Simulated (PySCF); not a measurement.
## Telling isomers of C₃H₁₄OSi₃ apart by NMR

Calculated, not measured (PySCF 2.14): geometry from PBE0-D3(BJ)/def2-SVP, σ from GIAO-PBE0/pcSseg-1. No solvent model, equivalent nuclei averaged, no relativistic terms, a single conformation.

Chemical shifts δ = σref − σ; TMS for ¹H, ¹³C, all at this level. Where no couplings were computed, multiplicities follow the n + 1 count of equivalent neighbours, and m marks all less simple cases (inequivalent or close neighbours, rings, F or P nearby). Shifts are as computed. Against solution values, carbons near 30 ppm lie about +2 ppm off and those near 130 ppm about +5 ppm. Of 1309 compounds with measured shifts, 239 miss one by over three times the rms of a fit or turn the order of signals round; such compounds aren't used in these exercises.

(1) Tabulate the signals of `CC(C)[SiH2]O[SiH2][SiH3]`, `CC(C)O[SiH]([SiH3])[SiH3]` and their relative energies.

(2) What is the quickest way to tell CC(C)[SiH2]O[SiH2][SiH3] from CC(C)O[SiH]([SiH3])[SiH3]?

## Answers

(1) 
```json
{"SMILES": "CC(C)[SiH2]O[SiH2][SiH3]", "carbon types": "1×CH 2×CH3", "δC": "16.8, 16.5", "δH": "5.47 (q, 2H), 4.67 (d, 2H), 3.48 (t, 3H), 1.01 (d, 6H), 0.80 (m, 1H)", "E rel. (kcal/mol)": "0.0"}
{"SMILES": "CC(C)O[SiH]([SiH3])[SiH3]", "carbon types": "1×CH 2×CH3", "δC": "71.5, 26.3", "δH": "5.55 (sept, 1H), 3.56 (d, 6H), 3.43 (sept, 1H), 1.12 (d, 6H)", "E rel. (kcal/mol)": "30.6"}
```

Energies are electronic energies at PBE0/pcSseg-1 on these geometries, without zero-point or thermal terms, each for the one conformer computed, which needn't be the lowest.

(2) Both give the same number of carbon signals, with the same numbers of each carbon type, so the positions decide. The first has an sp3 CH bonded to Si at 16.5 ppm, the second an sp3 CH bonded to O at 71.5 ppm. Their most deshielded carbons lie at 16.8 and 71.5 ppm.
